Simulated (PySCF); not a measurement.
An unknown is described by computed data only.

Formula: C10H22O.

| Item | Value |
| --- | --- |
| Polarisability | 128.7 au [CAM-B3LYP/def2-SVPD] |
| Rotational structure | rotational constants A, B, C: 3.007, 0.333, 0.318 GHz [PBE0-D3(BJ)/def2-SVP] |
| UV, strongest line | among the 10 lowest singlet transitions: S3 at 7.84 eV (158 nm, f = 0.035) [TDDFT CAM-B3LYP/def2-SVPD] |
| Couplings | largest of the computed one-bond spin–spin couplings (means over like bonds): 13C–1H +142.4 (×4), 13C–1H +131.3 (×12), 13C–1H +131.1 (×2), 13C–1H +130.0 (×4) Hz [B3LYP/pcJ-1, spin–dipole term left out] |
| 13C NMR | chemical shifts (computed TMS as zero) by class: 70.0 (2 C), 39.9 (2 C), 26.2 (2 C), 23.8 (4 C) ppm [GIAO PBE0/pcSseg-1] |
| NMR, other nuclei | isotropic shieldings of nuclei other than C and H, by class: 292 (1 O) ppm [GIAO PBE0/pcSseg-1] |

Electronic properties: PySCF, gas phase, density fitting. Levels stand in brackets. NMR shifts are as computed; neighbouring signals can stand in another order in a measured spectrum. Isolated species at its PBE0-D3(BJ)/def2-SVP geometry (one conformer only). NMR values are class means; diastereotopic atoms form classes of their own.

Question: What is the compound? Reason from the data.

Answer: Numbering: `[CH3:1][CH:2]([CH3:3])[CH2:4][CH2:5][O:6][CH2:7][CH2:8][CH:9]([CH3:10])[CH3:11]`. Its formula, C10H22O, gives 0 degrees of unsaturation, so no ring and no π bond. 10 carbons fall into 4 classes; from least to most shielded: sp3 carbon bound to oxygen [C5/C7] (70.0 ppm, 2 C, up to 5.9 ppm apart in this geometry), chain CH2 carbon [C4/C8] (39.9 ppm, 2 C, up to 2.2 ppm apart in this geometry), sp3 CH carbon [C2/C9] (26.2 ppm, 2 C, up to 4.3 ppm apart in this geometry), methyl carbon [C1/C3/C10/C11] (23.8 ppm, 4 C, up to 6.3 ppm apart in this geometry). The other shieldings belong to: 292 ppm, ether oxygen [O6]. The couplings run between: +142.4 Hz, sp3 carbon bound to oxygen [C5] and its hydrogen (with 3 like pairs); +131.3 Hz, methyl carbon [C1] and its hydrogen (with 11 like pairs); +131.1 Hz, sp3 CH carbon [C2] and its hydrogen (with 1 like pair); +130.0 Hz, chain CH2 carbon [C4] and its hydrogen (with 3 like pairs). The optimised geometry has point group C1 and is an asymmetric top. Structure: i-Pe2O, `CC(C)CCOCCC(C)C`. The assignments are read from this structure; whether some other isomer fits the data as well wasn't checked.
